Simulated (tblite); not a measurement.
Compound: C4H11ClOSi2.
Atom-mapped SMILES: `[SiH3:1][O:2][CH2:3][SiH2:4][CH2:5]/[CH:6]=[CH:7]/[Cl:8]` (hydrogens: H9, H10, H11 on Si1; H12, H13 on C3; H14, H15 on Si4; H16, H17 on C5; H18 on C6; H19 on C7)

Computed with GFN2-xTB (tblite), gas phase: L-BFGS steps from a force-field or distance-geometry start until the largest atomic force falls under 0.01 eV/Å.

Step 10: E = -714.6389 eV
```
atom  x, y, z in Å  |  force x, y, z in eV/Å
Si1     3.6222   -0.6880   -0.3313    0.106  -0.013  -0.021
O2      2.0227   -0.5988   -0.0295    0.113   0.128   0.059
C3      1.5229    0.4390    0.7935   -0.067   0.020   0.057
Si4    -0.3675    0.3115    1.0951    0.008   0.078  -0.131
C5     -1.3017    0.3458   -0.5861    0.118  -0.017   0.093
C6     -2.7782    0.3984   -0.4351    0.054   0.015   0.036
C7     -3.5827   -0.5691   -0.8381   -0.037  -0.011  -0.003
Cl8    -5.2979   -0.4834   -0.6681    0.046  -0.040   0.006
H9      3.7052   -1.8467   -1.2010   -0.096  -0.010   0.010
H10     4.0877    0.5541   -0.9818   -0.048  -0.145   0.087
H11     4.3643   -0.8512    0.9343   -0.074   0.030  -0.151
H12     1.7901    1.4038    0.3428   -0.102  -0.031   0.027
H13     2.0476    0.4070    1.7551   -0.062   0.023   0.021
H14    -0.6860    1.5345    1.8540   -0.047  -0.056  -0.005
H15    -0.7313   -0.8710    1.8860    0.064   0.030  -0.108
H16    -1.0264   -0.5251   -1.1819    0.040   0.016   0.003
H17    -0.9887    1.2366   -1.1354    0.067  -0.017   0.001
H18    -3.1815    1.2893    0.0241   -0.013  -0.014   0.007
H19    -3.2308   -1.4776   -1.3038   -0.068   0.014   0.013
```

Step 11: E = -714.6446 eV
```
atom  x, y, z in Å  |  force x, y, z in eV/Å
Si1     3.6216   -0.6895   -0.3320    0.113   0.025   0.008
O2      2.0244   -0.5924   -0.0281    0.101   0.089   0.081
C3      1.5257    0.4412    0.7977   -0.094   0.054   0.052
Si4    -0.3628    0.3095    1.0922   -0.005   0.103  -0.186
C5     -1.2989    0.3427   -0.5865    0.109   0.001   0.065
C6     -2.7756    0.3982   -0.4318    0.083   0.051   0.018
C7     -3.5795   -0.5669   -0.8384   -0.106  -0.094  -0.013
Cl8    -5.2956   -0.4861   -0.6660    0.047  -0.020   0.008
H9      3.6831   -1.8489   -1.1997   -0.069  -0.033  -0.010
H10     4.0890    0.5530   -0.9790   -0.037  -0.142   0.067
H11     4.3658   -0.8484    0.9330   -0.070   0.013  -0.154
H12     1.7848    1.4064    0.3432   -0.066  -0.023   0.058
H13     2.0459    0.4116    1.7631   -0.045   0.022  -0.039
H14    -0.6847    1.5269    1.8512   -0.065   0.006   0.028
H15    -0.7277   -0.8682    1.8770    0.037  -0.076  -0.038
H16    -1.0252   -0.5249   -1.1886    0.028   0.010   0.032
H17    -0.9855    1.2333   -1.1352    0.064   0.009  -0.006
H18    -3.1806    1.2907    0.0245    0.015  -0.041   0.007
H19    -3.2342   -1.4787   -1.3040   -0.039   0.045   0.022
```

**Question.** Estimate the geometry and energy of step 12. (The exact step hangs on the optimiser's Hessian estimate; all steps are aligned on step 11, rigid shifts and turns removed.)

**Answer.** E = -714.6499 eV, largest force 0.171 eV/Å
```
atom  x, y, z in Å  |  force x, y, z in eV/Å
Si1     3.6225   -0.6904   -0.3324    0.065   0.015   0.008
O2      2.0285   -0.5839   -0.0245    0.057   0.033   0.083
C3      1.5269    0.4446    0.8029   -0.075   0.068   0.028
Si4    -0.3586    0.3083    1.0866   -0.022   0.084  -0.147
C5     -1.2944    0.3396   -0.5869    0.051   0.024  -0.008
C6     -2.7718    0.3975   -0.4290    0.074   0.048  -0.011
C7     -3.5773   -0.5654   -0.8383   -0.105  -0.114  -0.004
Cl8    -5.2927   -0.4891   -0.6635    0.029   0.003   0.014
H9      3.6570   -1.8513   -1.1978   -0.038  -0.046  -0.023
H10     4.0899    0.5492   -0.9749   -0.001  -0.088   0.016
H11     4.3661   -0.8452    0.9288   -0.027  -0.014  -0.101
H12     1.7791    1.4089    0.3451   -0.033   0.019   0.074
H13     2.0442    0.4171    1.7699   -0.034   0.027  -0.057
H14    -0.6839    1.5191    1.8487   -0.083   0.060   0.052
H15    -0.7235   -0.8676    1.8673    0.021  -0.139   0.002
H16    -1.0241   -0.5246   -1.1955    0.026  -0.002   0.056
H17    -0.9813    1.2301   -1.1351    0.060   0.031  -0.014
H18    -3.1787    1.2911    0.0251    0.041  -0.059   0.011
H19    -3.2376   -1.4790   -1.3039   -0.006   0.049   0.020
```

The energy changes by -0.0053 eV. The first-order estimate −F·Δx gives -0.0076 eV and the mean of the old and new forces, exact on a quadratic surface, -0.0053 eV. The step makes an angle of 66° with the force vector and moves no atom by more than 0.026 Å.

The cost below is that of the whole relaxation. The run took 0.93 s wall on one thread of an Arm Neoverse V2, on a shared host.
